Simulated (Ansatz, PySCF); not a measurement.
Reaction (SMILES): CC1=CC=CC1 [1-methylcyclopenta-1,3-diene] + 8 [H][H] (H2) -> 6 C (CH4)
Geometries: B3LYP-D3(BJ)/def2-TZVP minima from Ansatz (a program for electronic structure), one conformer each, not searched for the lowest. Unstable Hartree-Fock reference: CC1=CC=CC1.

Property: energy of full hydrogenation (enthalpy at 298 K, with B3LYP-D3(BJ) rigid-rotor harmonic-oscillator terms from PySCF), in eV. Cores are frozen in the correlated levels unless marked. No spin-orbit coupling. Non-relativistic. Basis-set limits of correlation are two-point, X^-3; Hartree-Fock from the larger set.

CCSD(T)/CBS(cc-pVTZ,cc-pVQZ) (Ansatz) gives -5.71 eV.

Q: Another calculation gave -5.80 eV. Which level was it?
A) BHLYP/def2-TZVPD (Ansatz)
B) SVWN5/def2-TZVPD (Ansatz)
C) CAM-B3LYP/def2-TZVPD (Ansatz)
D) wB97M-V/def2-TZVPD (Ansatz)

A: D, wB97M-V/def2-TZVPD (Ansatz). The others give -6.21 (CAM-B3LYP), -5.96 (SVWN5), -6.49 (BHLYP) eV.
